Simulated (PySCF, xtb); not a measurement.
Te(F)(iPr) (C3H7FTe), SMILES CC([Te]F)C. Other conformers were not sampled.

Harmonic wavenumbers (cm⁻¹) from GFN2-xTB run with xtb at its own minimum, in rising order: 39, 115, 220, 236, 245, 262, 393, 477, 523, 931, 944, 983, 1033, 1144, 1161, 1211, 1301, 1409, 1420, 1482, 1488, 1496, 1501, 2961, 3003, 3010, 3015, 3021, 3024, 3037.

**Question.** What does PBE0-D3(BJ)/def2-SVP (PySCF) give at its own minimum? (An estimate is asked for; the answer gives what the named calculation found.)

**Answer.** 55, 136, 237, 241, 267, 278, 389, 516, 612, 901, 931, 966, 1021, 1146, 1173, 1219, 1339, 1388, 1396, 1453, 1460, 1468, 1479, 3042, 3043, 3108, 3132, 3136, 3143, 3168. Paired by order, the mean absolute difference is 41 cm⁻¹ and the zero-point energies are 58.7 and 59.8 kcal/mol.
